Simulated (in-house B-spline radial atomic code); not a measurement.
Values are calculated unless marked as measured or tabulated.
## Softness against transferability: the 4d channel of In

In, [Kr] 4d10 5s2 5p1, non-relativistic LDA (VWN5), spherical and spin-unpolarised, from a B-spline radial code for spherical atoms (atomic units). The all-electron 4d level is ε = -0.730481 hartree, its outermost node lies just inside 0.41 bohr and its outer maximum at 0.92 bohr.

Troullier-Martins pseudo-orbitals are made for several radii. The cutoffs (hartree) are the plane-wave energies beyond which the orbital holds less than the named kinetic energy per electron. The phase error is the difference, pseudo minus all-electron, of arctan(R P'/P) at R = 1.59 bohr for all radii, half a hartree below and above the level.

| r_c (bohr) | V_l(0) (hartree) | cutoff for 10 mEh | for 1 mEh | for 0.1 mEh | phase error at ε − 0.5 (mrad) | at ε + 0.5 (mrad) |
| --- | --- | --- | --- | --- | --- | --- |
| 0.69 | -105.94 | 184 | 301 | > 450 | -2.6 | -1.0 |
| 0.8 | -41.32 | 93 | 120 | 194 | -1.5 | -0.5 |
| 0.92 | -21.12 | 39.8 | 65.9 | 92.5 | -1.0 | -0.3 |
| 1.04 | -17.03 | 34.3 | 44.9 | 54.5 | -0.7 | -0.2 |
| 1.16 | -16.20 | 33.3 | 42.7 | 51.6 | -0.5 | -0.2 |
| 1.29 | -15.73 | 32.6 | 40.9 | 50.4 | -0.2 | -0.1 |

**Question.** Which radius needs the lowest cutoff for 1 mEh while both phase errors stay within 1.1 mrad?

**Answer.** The radii within that limit are 0.92, 1.04, 1.16, 1.29 bohr; of these r_c = 1.29 needs the least, 40.9 hartree, that is 81.8 Ry or 1113 eV.

**Question.** What does the larger radius buy, and what does it cost?

**Answer.** From r_c = 0.69 to 1.29 bohr the cutoff for 1 mEh goes from 301 to 40.9 hartree, a factor of 7.36, against 3.50 for a pure 1/r_c² scaling, end to end; step by step it is 301, 120, 65.9, 44.9, 42.7, 40.9, and for 0.1 mEh > 450, 194, 92.5, 54.5, 51.6, 50.4; the number of plane waves goes as the cutoff to the power 3/2, here a factor of 20.0. The larger of the two phase errors is least at r_c = 1.29 bohr, 0.2 mrad; it is 2.6 at the smallest radius and 0.2 at the largest, so in this scan the atom's own scattering shows no cost of a large radius. These errors test the reference atom alone. The smallest radius lies well inside the outer maximum, where the nodeless form must bend sharply to keep the norm, so it is both harder and scatters less well than the next. Large radii also let the cores of neighbours overlap, which an atom doesn't show.
